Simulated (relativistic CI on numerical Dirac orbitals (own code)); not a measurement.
# Sensitivity of the levels of Kr XI to α and to the nuclear radius

Method of calculation: Dirac-Coulomb-Breit CI, KLI orbitals optimised for each configuration, derivatives by finite differences, unscaled Slater integrals, QED left out (own radial code, finite nucleus).

CI space (outside the closed core [Ne]): 3s2.3p6.3d8, 3s2.3p5.3d9, 3s2.3p4.3d10, 3s.3p6.3d9, 3s2.3p6.3d7.4s, 3s2.3p6.3d7.4p, 3p6.3d10, 3s2.3p6.3d7.4d. Levels of other configurations are missing.

With x = (α/α₀)² − 1 an excitation energy changes as ω = ω₀ + qx; K = 2q/ω₀ is the relative enhancement. Terms are leading LS components, so labels can repeat. The field-shift factor is F = δν/δ⟨r²⟩ for the transition from the lowest level.

Lowest level 3s2.3p6.3d8 3F_4.

| Level | ω₀ (cm⁻¹) | q (cm⁻¹) | K | F (GHz/fm²) |
| --- | --- | --- | --- | --- |
| 3s2.3p6.3d8 3F_3 | 9087 | 9270 | 2.04 | 0.0492 |
| 3s2.3p6.3d8 3F_2 | 13400 | 10630 | 1.59 | 0.0573 |
| 3s2.3p6.3d8 1D_2 | 32371 | 4447 | 0.275 | 0.043 |
| 3s2.3p6.3d8 3P_2 | 44688 | 12820 | 0.574 | 0.0978 |
| 3s2.3p6.3d8 3P_1 | 44702 | 9583 | 0.429 | 0.0943 |
| 3s2.3p6.3d8 3P_0 | 45290 | 8568 | 0.378 | 0.0913 |
| 3s2.3p6.3d8 1G_4 | 56969 | 7343 | 0.258 | 0.107 |
| 3s2.3p6.3d8 1S_0 | 119012 | 10530 | 0.177 | 0.201 |
| 3s2.3p6.3d7.4s 5F_5 | 911681 | -35050 | -0.0769 | 18.5 |
| 3s2.3p6.3d7.4s 5F_4 | 917395 | -29980 | -0.0654 | 18.5 |
| 3s2.3p6.3d7.4s 5F_3 | 922248 | -24630 | -0.0534 | 18.5 |
| 3s2.3p6.3d7.4s 5F_2 | 925495 | -21740 | -0.047 | 18.6 |
| 3s2.3p6.3d7.4s 5F_1 | 927512 | -20110 | -0.0434 | 18.6 |

At this charge energies of transitions that change n are usually good to better than 1 %, and those within a shell (Δn = 0) to a few per cent. Terms inside the open d or f shell come out 10 to 20 % too wide with unscaled integrals.
